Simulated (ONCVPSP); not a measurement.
cadmium ONCV: all-electron and pseudo phase curves

ONCVPSP 4.0.1 input, shortened (lines: element, Z, core and valence counts, functional; n l f; lmax; l rc ep ncon nbas qcut; lloc lpopt rc5 dvloc0; l nproj debl; icmod fcfact rcfact), LDA (Perdew-Wang 92), fully relativistic:

```
  Cd 48.00    8    3  -001012      upf
    1    0    2.00
    2    0    2.00
    2    1    6.00
    3    0    2.00
    3    1    6.00
    3    2   10.00
    4    0    2.00
    4    1    6.00
    4    2   10.00
    5    0    1.75
    5    1    0.25
    2
    0    2.00    0.00    4    8    2.70
    1    2.80    0.00    4    8    2.60
    2    1.40    0.00    3    8   11.40
    4    5    1.20    0.00
    0    2    1.50
    1    2    2.60
    2    2    4.00
    3    2.75    1.05
```

Open shells are filled in proportion to 2j + 1.

The phase is arctan(r·R′/R) of the radial function R(r), unwrapped; energies in Ha, scanned from -2 to 5 Ha. A pole is an energy at which the radial function vanishes at the test radius. The pseudo phase is shifted by a multiple of π to meet the all-electron one at the reference energy, and phase errors are pseudo minus all-electron; the curves can meet again beyond the range given. Levels narrower than the energy grid can be missing from the lists of poles.

Problem. For each channel, where are the poles, and over which energies does the pseudopotential scatter like the atom?

Solution.

```csv
channel,radius (bohr),reference energy (Ha),"poles, all-electron","poles, pseudo",unbroken range about the reference energy with phases within 0.05 rad,phase error 1 Ha above the reference energy (rad)
s,2.03,-0.23,2.36,2.33,below 3.5,-0.000
p3/2,2.84,-0.06,"0.97, 4.64","0.84, 1.06, 4.50",below 0.9,-2.899
p1/2,2.84,-0.06,"0.89, 4.50","0.85, 1.18, 4.42",below 1.0,-0.018
d5/2,1.42,-0.45,1.18,1.18,the whole range,-0.000
d3/2,1.42,-0.47,1.11,1.11,the whole range,-0.000
```

Note: ghosts flagged at negative energy: s at -84.9 eV; GHOST(+) flagged for p3/2 at 25.4 eV, p1/2 at 30.4 eV. A true bound ghost makes a file unfit for plane-wave use.

Phases in the s channel:

```
E (Ha)  all-electron  pseudo
 -1.98         1.171   1.168
 -1.62         1.086   1.083
 -1.26         0.948   0.946
 -0.90         0.690   0.689
 -0.54         0.176   0.175
 -0.18        -0.530  -0.530
  0.18        -0.990  -0.990
  0.54        -1.220  -1.220
  0.90        -1.348  -1.348
  1.26        -1.429  -1.429
  1.62        -1.487  -1.487
  1.98        -1.531  -1.532
  2.34        -1.569  -1.571
  2.70        -1.603  -1.609
  3.06        -1.637  -1.652
  3.42        -1.673  -1.712
  3.78        -1.714  -1.845
  4.14        -1.767  -2.871
  4.50        -1.843  -4.490
  4.86        -1.970  -4.655
```
